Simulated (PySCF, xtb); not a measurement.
Cd(Cl)(OSiH3) (CdClH3OSi), SMILES [SiH3][O][Cd][Cl]. The values are those of a single conformer.

Harmonic wavenumbers (cm⁻¹) from GFN2-xTB in xtb at its own minimum, in rising order: 24, 52, 95, 115, 272, 312, 587, 592, 759, 793, 820, 934, 2102, 2127, 2228.

Q: What does PBE0-D3(BJ)/def2-SVP run with PySCF give at its own minimum? (The exact figures need the calculation; the answer reports its results.)

A: 44, 57, 112, 129, 363, 485, 727, 733, 944, 954, 995, 1007, 2187, 2195, 2233. Paired by order, the mean absolute difference is 90 cm⁻¹ and the zero-point energies are 16.9 and 18.8 kcal/mol.
